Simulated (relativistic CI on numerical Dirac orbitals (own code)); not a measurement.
**Mn: calculation against measurement**

Method of calculation: Dirac-Coulomb-Breit CI, KLI orbitals optimised for each configuration, a model potential for QED, valence Slater integrals scaled by 0.85, configuration energies shifted to the measured levels that pair with them (semi-empirical) (own radial code, finite nucleus).

CI space (outside the closed core [Ar]): 3d5 4s2, 3d6 4s, 3d5 4s 4p, 3d6 4p, 3d7, 3d5 4p2, 3d5 4s 4d, 3d6 4d, 3d6 5s, 3d5 4s 5s, 3d6 5p, 3d5 4s 6s, 3d5 4s 5p, 3d5 4s 6p, 3d5 4s 4f, 3d5 4s 5d, 3d5 4s 5g, 3d5 4s 5f, 3d5 4s 6d, 3d4 4s2 4p, 3d5 4s 6f, 3d4 4s 4p2. Levels of other configurations are missing.

| Configuration | Term (tabulated) | J | Measured (cm⁻¹) | Computed | Error | Purity (%) |
| --- | --- | --- | --- | --- | --- | --- |
| 3d5 4s2 | a 6S | 5/2 | 0.0 | 0 | 0 | 93 |
| 3d6 4s | a 6D | 9/2 | 17052.3 | 17051 | -1 | 97 |
| 3d6 4s | a 6D | 7/2 | 17282.0 | 17271 | -11 | 97 |
| 3d6 4s | a 6D | 5/2 | 17451.5 | 17435 | -17 | 97 |
| 3d6 4s | a 6D | 3/2 | 17568.5 | 17548 | -20 | 97 |
| 3d6 4s | a 6D | 1/2 | 17637.2 | 17615 | -22 | 97 |
| 3d5 4s 4p | z 8P° | 5/2 | 18402.5 | 16844 | -1558 | 99 |
| 3d5 4s 4p | z 8P° | 7/2 | 18531.6 | 16960 | -1571 | 99 |
| 3d5 4s 4p | z 8P° | 9/2 | 18705.4 | 17113 | -1592 | 99 |
| 3d6 4s | a 4D | 7/2 | 23296.7 | 24667 | 1370 | 91 |
| 3d6 4s | a 4D | 5/2 | 23549.2 | 24904 | 1355 | 90 |
| 3d6 4s | a 4D | 3/2 | 23719.5 | 25068 | 1348 | 90 |
| 3d6 4s | a 4D | 1/2 | 23818.9 | 25164 | 1346 | 90 |
| 3d5 4s 4p | z 4P° | 5/2 | 31001.2 | 32207 | 1206 | 98 |
| 3d5 4s 4p | z 4P° | 3/2 | 31076.4 | 32259 | 1182 | 98 |
| 3d5 4s 4p | z 4P° | 1/2 | 31125.0 | 32292 | 1167 | 98 |
| 3d6 4p | z 6D° | 9/2 | 41789.5 | 42240 | 451 | 87 |
| 3d6 4p | z 6D° | 7/2 | 41932.6 | 42372 | 440 | 86 |
| 3d6 4p | z 6D° | 5/2 | 42053.7 | 42483 | 429 | 86 |
| 3d6 4p | z 6D° | 3/2 | 42143.6 | 42565 | 421 | 86 |
| 3d6 4p | z 6D° | 1/2 | 42198.6 | 42616 | 417 | 86 |
| 3d5 4s 4p | v 6P° | 7/2 | 49888.0 | 47785 | -2103 | 60 |
| 3d5 4s 4p | v 6P° | 3/2 | 50099.0 | 48166 | -1933 | 65 |

Measured levels from NIST Handbook of Basic Atomic Spectroscopic Data (Sansonetti and Martin, J. Phys. Chem. Ref. Data 34, 1559 (2005)); pairs were made by configuration, J and term (by order where the table uses no LS term), so strongly mixed levels may be paired wrongly.

Mean error by configuration (cm⁻¹): 3d6 4s 594; 3d5 4s 4p -650; 3d6 4p 432. Over the excited levels the mean absolute error is 907 cm⁻¹ (22 of the 35 excited levels that our extract of the source holds in range could be paired, and the others can miss by more), and the median relative error of those above 1,000 cm⁻¹ is 3.8 %, both after the shifts were fitted to these levels, so that a configuration with one level shows no error.

Transition probabilities of persistent lines. The last column rescales the computed rate by the cube of measured over computed energy:

```
λ measured (Å)             Lower                Upper  A tabulated (s⁻¹)  A computed  A rescaled
1996.06 vacuum  3d5 4s2 a 6S_5/2  3d5 4s 4p v 6P°_3/2           7.70e+07    3.45e+07    3.88e+07
   2003.85 air  3d5 4s2 a 6S_5/2  3d5 4s 4p v 6P°_7/2           7.60e+07    2.74e+07    3.11e+07
   4041.36 air   3d6 4s a 6D_9/2     3d6 4p z 6D°_9/2           7.87e+07    8.95e+07    8.48e+07
```

Configurations whose levels could be paired with our table of measured levels were shifted onto them, all but the ground configuration, by the median error of their levels; single terms can still be off by 1,000 to 2,000 cm⁻¹ or more, and rates follow the energies as ν³ (E1, M1) or ν⁵ (E2). The others borrow a shift and can be off by several thousand cm⁻¹ or more. The fine structure of a lone outer electron comes out too small, for d and f at times inverted, and misplaced configurations move strength between like terms. 22 of the 35 excited levels that our extract of the measured tables holds in this range could be paired (the sources list more); they are missed by 907 cm⁻¹ on average and 2103 at most, after the shifts were fitted to these levels, and levels without a partner can miss by more.

Shifts applied (cm⁻¹): 3d5 4s2 0; 3d6 4s -6989; 3d5 4s 4p 2004; 3d6 4p -3915.
